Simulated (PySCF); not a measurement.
**`CC#Cc1ncncn1`, C₆H₅N₃**

Molfile (atoms numbered from 1):
```
C6H5N3
     RDKit          3D

 14 14  0  0  0  0  0  0  0  0999 V2000
    3.4064   -0.0111    0.0103 C   0  0  0  0  0  0  0  0  0  0  0  0
    1.9581    0.0345    0.0216 C   0  0  0  0  0  0  0  0  0  0  0  0
    0.7452    0.0702    0.0323 C   0  0  0  0  0  0  0  0  0  0  0  0
   -0.6864    0.1159    0.0438 C   0  0  0  0  0  0  0  0  0  0  0  0
   -1.3479   -1.0346    0.2281 N   0  0  0  0  0  0  0  0  0  0  0  0
   -2.6687   -0.9233    0.2287 C   0  0  0  0  0  0  0  0  0  0  0  0
   -3.3566    0.2035    0.0659 N   0  0  0  0  0  0  0  0  0  0  0  0
   -2.5991    1.2830   -0.1090 C   0  0  0  0  0  0  0  0  0  0  0  0
   -1.2740    1.3073   -0.1304 N   0  0  0  0  0  0  0  0  0  0  0  0
    3.7916   -0.3414    0.9878 H   0  0  0  0  0  0  0  0  0  0  0  0
    3.8348    0.9780   -0.2115 H   0  0  0  0  0  0  0  0  0  0  0  0
    3.7679   -0.7225   -0.7486 H   0  0  0  0  0  0  0  0  0  0  0  0
   -3.2452   -1.8451    0.3769 H   0  0  0  0  0  0  0  0  0  0  0  0
   -3.1162    2.2406   -0.2487 H   0  0  0  0  0  0  0  0  0  0  0  0
  1  2  1  0
  2  3  3  0
  3  4  1  0
  4  5  2  0
  5  6  1  0
  6  7  2  0
  7  8  1  0
  8  9  2  0
  9  4  1  0
  1 10  1  0
  1 11  1  0
  1 12  1  0
  6 13  1  0
  8 14  1  0
M  END
```

Method: quadratic response CAM-B3LYP/aug-cc-pVDZ first hyperpolarisability, Taylor convention, gas phase (PySCF). Geometry: PBE0-D3(BJ)/def2-SVP.

Q: Give the tensor of the second harmonic β(−2ω;ω,ω) at 1064 nm in the axes of these coordinates.

A: In au, Taylor convention; rows are the first index (the induced dipole):
```
       xx     yy     zz     xy     xz    yz
x  +902.2  -26.8  -10.2  -39.4   -4.2  +3.2
y   -40.4   -1.6   +5.3  -24.1   +2.8  +3.6
z    -3.8   +3.6   -3.4   +2.8  -10.0  +5.3
```
Norm of βᵢ = ⅓ Σⱼ (βᵢⱼⱼ + βⱼᵢⱼ + βⱼⱼᵢ): 867.9 au, hyper-Rayleigh value 368.1 au.
